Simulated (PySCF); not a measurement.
Species: CH₉ClF₂Si₄.
SMILES with atom numbers: `[F:1][CH:2]([F:3])[SiH2:4][Si:5]([SiH3:6])([SiH3:7])[Cl:8]` (hydrogens: H9 on C2; H10, H11 on Si4; H12, H13, H14 on Si6; H15, H16, H17 on Si7)

Cartesian coordinates in Å at the GFN2-xTB level; atoms count from 1:
```
atom  x, y, z in Å
F1     1.6026   -0.4118    1.6474
C2     2.2755    0.0839    0.5620
F3     2.1152    1.4400    0.6285
Si4    1.4749   -0.5945   -1.0689
Si5   -0.7880   -0.1419   -0.6707
Si6   -1.1564    2.1362   -0.1785
Si7   -1.7463   -1.7122    0.8058
Cl8   -1.6878   -0.5148   -2.5353
H9     3.3391   -0.1196    0.7292
H10    2.2421    0.1029   -2.1100
H11    1.9509   -1.9855   -1.1120
H12   -0.9286    2.3457    1.2505
H13   -2.5356    2.5394   -0.4726
H14   -0.2707    3.0322   -0.9261
H15   -1.4510   -3.0988    0.4278
H16   -1.2359   -1.4967    2.1577
H17   -3.2071   -1.5926    0.8553
```

Computed at PBE0/pcSseg-1 (PySCF, non-relativistic), with Q(35Cl) = −0.0817 b: Cl8, 35Cl (I = 3/2): χzz = -46.17 MHz, η = 0.016.

Q: Find the zero-field quadrupole resonance frequencies of 35Cl at Cl8.

A: From ν = (|χ|/2)√(1 + η²/3): ν = 23.08 MHz (silicon-bound chlorine). For 37Cl the ratio of quadrupole moments, 0.7881, gives 18.19 MHz.

Q: Apply the simplest Townes–Dailey estimate (no s hybridisation, no π bonding), ionic character = 1 − χzz/χ0, where χ0 is the coupling for one missing p electron along the bond: −109.74 MHz for 35Cl.

A: Cl8 on Si5: 1 − (-46.17)/(-109.74) = 0.58. In this model a purely covalent bond gives χ0 and a free halide ion gives zero; s hybridisation or π bonding, where present, is counted here as ionic character.

In a crystal, neighbours and librations shift these lines. The structure is a single GFN2-xTB conformer in the gas phase; no vibrational or solvent corrections. GFN2-xTB bond lengths can be off by several hundredths of an ångström, more for odd bonds, and the gradients follow them. These gradients aren't converged with respect to the basis.

The run behind these numbers computed NMR shieldings as well. On Arm Neoverse V1, one thread, shared host with 64 logical CPUs at a one-minute load of 36, this took 46 s of wall time and 0.96 GiB of memory at its peak.
